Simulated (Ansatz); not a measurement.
**Molecular dynamics of ClGeH$_{3}$O$_{2}$**

input.yaml

```yaml
crystal:
  periodic: [false, false, false]
  atoms:
    - { symbol: Ge, position_ang: [-0.025673, 0.007322, -0.026505] }
    - { symbol: Cl, position_ang: [-0.005705, -0.076331, 2.158975] }
    - { symbol: O, position_ang: [1.620049, -0.01478, -0.697447] }
    - { symbol: H, position_ang: [2.033766, -0.891989, -0.583892] }
    - { symbol: H, position_ang: [-0.662635, 1.32047, -0.509921] }
    - { symbol: O, position_ang: [-0.886963, -1.46594, -0.557027] }
    - { symbol: H, position_ang: [-1.270239, -1.920351, 0.217718] }
basis:
  gaussian: { orbitals: def2-SVP }
hamiltonian:
  xc: pbe
md:
  timestep: 2.0
  n_steps: 40
  ensemble: nvt_langevin
  temperature: 400.0
  initial_velocities: maxwell_boltzmann
  seed: 373688
  friction: 0.02
```

Run as:

```bash
$ ansatz run input.yaml --threads 1 --pin off --max-ram 2048MiB --backend cpu --events-out ev --progress --plain --runs-dir out
```

It starts from a relaxed structure.

Output, in part (step lines, the closing report, with atoms numbered from 0):

```
md step     0: t =     0.00 fs  T =   342.9 K  F+E_penalty+E_count = -73153.92276089 eV  E_kin = 0.310224 eV  (26 SCF iters)
md step     1: t =     2.00 fs  T =   227.7 K  F+E_penalty+E_count = -73153.76703289 eV  E_kin = 0.206001 eV  (26 SCF iters)
md step     2: t =     4.00 fs  T =   327.5 K  F+E_penalty+E_count = -73153.86520700 eV  E_kin = 0.296352 eV  (28 SCF iters)
md step     3: t =     6.00 fs  T =   170.4 K  F+E_penalty+E_count = -73153.68099929 eV  E_kin = 0.154171 eV  (26 SCF iters)
md step     4: t =     8.00 fs  T =   198.0 K  F+E_penalty+E_count = -73153.80635661 eV  E_kin = 0.179127 eV  (26 SCF iters)
md step     5: t =    10.00 fs  T =    92.4 K  F+E_penalty+E_count = -73153.69549405 eV  E_kin = 0.083614 eV  (26 SCF iters)
md step     6: t =    12.00 fs  T =   136.5 K  F+E_penalty+E_count = -73153.79848839 eV  E_kin = 0.123485 eV  (26 SCF iters)
md step     7: t =    14.00 fs  T =   133.1 K  F+E_penalty+E_count = -73153.74128444 eV  E_kin = 0.120469 eV  (26 SCF iters)
md step     8: t =    16.00 fs  T =   165.1 K  F+E_penalty+E_count = -73153.82631739 eV  E_kin = 0.149426 eV  (26 SCF iters)
md step     9: t =    18.00 fs  T =   169.5 K  F+E_penalty+E_count = -73153.79258997 eV  E_kin = 0.153326 eV  (25 SCF iters)
md step    10: t =    20.00 fs  T =   225.8 K  F+E_penalty+E_count = -73153.86447723 eV  E_kin = 0.204332 eV  (26 SCF iters)
md step    11: t =    22.00 fs  T =   201.3 K  F+E_penalty+E_count = -73153.77904172 eV  E_kin = 0.182154 eV  (26 SCF iters)
md step    12: t =    24.00 fs  T =   237.2 K  F+E_penalty+E_count = -73153.83211705 eV  E_kin = 0.214617 eV  (24 SCF iters)
md step    13: t =    26.00 fs  T =   171.2 K  F+E_penalty+E_count = -73153.75737995 eV  E_kin = 0.154949 eV  (28 SCF iters)
md step    14: t =    28.00 fs  T =   213.4 K  F+E_penalty+E_count = -73153.78567690 eV  E_kin = 0.193131 eV  (26 SCF iters)
md step    15: t =    30.00 fs  T =   184.5 K  F+E_penalty+E_count = -73153.69888707 eV  E_kin = 0.166906 eV  (26 SCF iters)
md step    16: t =    32.00 fs  T =   230.3 K  F+E_penalty+E_count = -73153.77393703 eV  E_kin = 0.208363 eV  (26 SCF iters)
md step    17: t =    34.00 fs  T =   224.9 K  F+E_penalty+E_count = -73153.76258864 eV  E_kin = 0.203472 eV  (26 SCF iters)
md step    18: t =    36.00 fs  T =   317.3 K  F+E_penalty+E_count = -73153.82749815 eV  E_kin = 0.287107 eV  (26 SCF iters)
md step    19: t =    38.00 fs  T =   237.5 K  F+E_penalty+E_count = -73153.78973803 eV  E_kin = 0.214878 eV  (27 SCF iters)
md step    20: t =    40.00 fs  T =   292.0 K  F+E_penalty+E_count = -73153.77616737 eV  E_kin = 0.264217 eV  (26 SCF iters)
md step    21: t =    42.00 fs  T =   309.3 K  F+E_penalty+E_count = -73153.77221185 eV  E_kin = 0.279876 eV  (29 SCF iters)
md step    22: t =    44.00 fs  T =   250.8 K  F+E_penalty+E_count = -73153.68304745 eV  E_kin = 0.226958 eV  (26 SCF iters)
md step    23: t =    46.00 fs  T =   171.1 K  F+E_penalty+E_count = -73153.64964377 eV  E_kin = 0.154833 eV  (26 SCF iters)
md step    24: t =    48.00 fs  T =   219.8 K  F+E_penalty+E_count = -73153.64565069 eV  E_kin = 0.198843 eV  (26 SCF iters)
md step    25: t =    50.00 fs  T =   255.0 K  F+E_penalty+E_count = -73153.66922403 eV  E_kin = 0.230731 eV  (29 SCF iters)
md step    26: t =    52.00 fs  T =   154.1 K  F+E_penalty+E_count = -73153.57103372 eV  E_kin = 0.139477 eV  (25 SCF iters)
md step    27: t =    54.00 fs  T =   222.2 K  F+E_penalty+E_count = -73153.57365618 eV  E_kin = 0.201096 eV  (26 SCF iters)
md step    28: t =    56.00 fs  T =   257.4 K  F+E_penalty+E_count = -73153.62520405 eV  E_kin = 0.232901 eV  (26 SCF iters)
md step    29: t =    58.00 fs  T =   315.2 K  F+E_penalty+E_count = -73153.61017626 eV  E_kin = 0.285211 eV  (29 SCF iters)
md step    30: t =    60.00 fs  T =   308.2 K  F+E_penalty+E_count = -73153.66458204 eV  E_kin = 0.278846 eV  (26 SCF iters)
md step    31: t =    62.00 fs  T =   337.2 K  F+E_penalty+E_count = -73153.63274071 eV  E_kin = 0.305094 eV  (29 SCF iters)
md step    32: t =    64.00 fs  T =   399.0 K  F+E_penalty+E_count = -73153.68368184 eV  E_kin = 0.361031 eV  (26 SCF iters)
md step    33: t =    66.00 fs  T =   362.1 K  F+E_penalty+E_count = -73153.69522162 eV  E_kin = 0.327604 eV  (28 SCF iters)
md step    34: t =    68.00 fs  T =   413.8 K  F+E_penalty+E_count = -73153.66659195 eV  E_kin = 0.374432 eV  (25 SCF iters)
md step    35: t =    70.00 fs  T =   410.6 K  F+E_penalty+E_count = -73153.69089183 eV  E_kin = 0.371556 eV  (29 SCF iters)
md step    36: t =    72.00 fs  T =   397.7 K  F+E_penalty+E_count = -73153.65443312 eV  E_kin = 0.359809 eV  (26 SCF iters)
md step    37: t =    74.00 fs  T =   439.3 K  F+E_penalty+E_count = -73153.68868698 eV  E_kin = 0.397458 eV  (28 SCF iters)
md step    38: t =    76.00 fs  T =   457.0 K  F+E_penalty+E_count = -73153.62977678 eV  E_kin = 0.413509 eV  (26 SCF iters)
md step    39: t =    78.00 fs  T =   493.0 K  F+E_penalty+E_count = -73153.72692508 eV  E_kin = 0.446077 eV  (28 SCF iters)
md step    40: t =    80.00 fs  T =   407.5 K  F+E_penalty+E_count = -73153.66837357 eV  E_kin = 0.368699 eV  (28 SCF iters)
Total energy: -73153.66840352 eV, -2688.3477284919 hartree
Atom 0 at    -0.065941    -0.064674    -0.011316 Å, force     0.431395     1.364504     0.850296 eV/Å
Atom 1 at     0.091434    -0.157450     2.137435 Å, force    -0.056184    -0.286528     0.700823 eV/Å
Atom 2 at     1.566132    -0.094037    -0.648342 Å, force     1.738858    -2.401366     0.253365 eV/Å
Atom 3 at     2.007571    -0.999328    -0.366305 Å, force    -1.027021     2.273984    -0.787765 eV/Å
Atom 4 at    -0.616562     1.331901    -0.221000 Å, force    -0.238516     0.287035    -0.467062 eV/Å
Atom 5 at    -0.990315    -1.412845    -0.570027 Å, force    -1.268056    -1.695659     0.138761 eV/Å
Atom 6 at    -1.450946    -1.887392     0.174806 Å, force     0.419524     0.458029    -0.688418 eV/Å
Dipole moment:    -0.144039    -0.279846     0.023241 e Å
```

All steps were run. The mean temperature of the second half is 18 % below the set value. A step of 2 fs is long for free X–H stretches (periods near 10 fs) and can bias their spread and the temperature. A run of 0.08 ps of so small a system gives no equilibrium averages.

The same pairs are bonded in the first frame and the last. Pairs count as bonded within 1.25 times the sum of covalent radii (0.12 Å more for H–H).

Last frame:

```xyz
7
Properties=species:S:1:pos:R:3
Ge -0.066 -0.065 -0.011
Cl 0.091 -0.157 2.137
O 1.566 -0.094 -0.648
H 2.008 -0.999 -0.366
H -0.617 1.332 -0.221
O -0.990 -1.413 -0.570
H -1.451 -1.887 0.175
```

The run took 100 s on 1 thread of Arm Neoverse V1, with other jobs on the host, peak memory 0.12 GiB.
